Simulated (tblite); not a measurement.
Compound: C6H6F2N (doublet state).
SMILES: `F[C@H]1[CH]C(N)=C(C=C1)F`

All values are computed: GFN2-xTB (tblite) harmonic vibrations without scaling, gas phase. Against measured fundamentals such values can be off by several per cent, at times by over 20. Open shells enter through the occupations alone, without spin polarisation, and single modes of such species can be off by tens of per cent.

Harmonic wavenumbers (cm⁻¹): 69.2, 159.7, 255.1, 275.1, 313.9, 369.5, 387.4, 390.4, 466.8, 511.3, 534.5, 563.1, 607.0, 721.8, 723.7, 750.0, 801.0, 875.8, 903.2, 930.2, 1023.0, 1096.1, 1128.1, 1193.2, 1235.6, 1236.7, 1270.2, 1284.0, 1394.9, 1414.4, 1484.0, 1544.1, 1587.2, 2756.7, 3099.9, 3105.0, 3119.4, 3468.7, 3525.8.

A = 2875, B = 1296, C = 934.4 MHz; mass 130.047 u (most abundant isotopes); point group C1, symmetry number 1; spin multiplicity 2.

Question: Zero-point energy?

Answer: Half the sum of the wavenumbers: 23288 cm⁻¹ = 66.58 kcal/mol.

Question: Entropy at 273.15 K, 1 bar (ideal gas, RRHO, classical rotation)?

Answer: Translation 40.09, rotation 28.65, vibration 17.04, spin (R ln 2) 1.38: S = 87.2 cal/(mol K).

Question: And Cp and H(273.15 K) − H(0)?

Answer: Cp = 31.59 cal/(mol K), of which vibrations give 23.64 (their classical limit is 39 R = 77.5); H(273.15 K) − H(0) = 4.98 kcal/mol without the zero-point energy, 2.81 from vibrations.

Question: Which modes carry the vibrational entropy at 273.15 K?

Answer: 69.2 cm⁻¹: 4.00; 159.7 cm⁻¹: 2.39; 255.1 cm⁻¹: 1.54; 275.1 cm⁻¹: 1.42; 313.9 cm⁻¹: 1.20; 369.5 cm⁻¹: 0.95 cal/(mol K); the other 33 give 5.54 together.

Question: Blend soft modes into free rotors: weight 1/[1 + (100 cm⁻¹/ν̃)⁴] for the oscillator and the rest for a rotor with moment μB/(μ + B), μ = h/(8π²ν), B = 10⁻⁴⁴ kg m². What vibrational entropy results?

Answer: 16.35 cal/(mol K) in place of 17.04, which changes −T·S at 273.15 K by +0.19 kcal/mol.

Hindered rotation and anharmonicity are outside this model. The structure is chiral; the term R ln 2 for an equal mix with its mirror image is left out.

Time: 0.38 s wall. Hardware: an Arm Neoverse V2 with one thread, no GPU, shared host with 32 logical CPUs at a one-minute load of 24. The figure is for the frequency step alone.

Shape of the structure used: `[NH2:1][C:2]1=[C:3]([F:4])[CH:5]=[CH:6][C@@H:7]([F:8])[CH:9]1`: H–N1–C2–C3 -20°, H–N1–C2–C3 -162°.
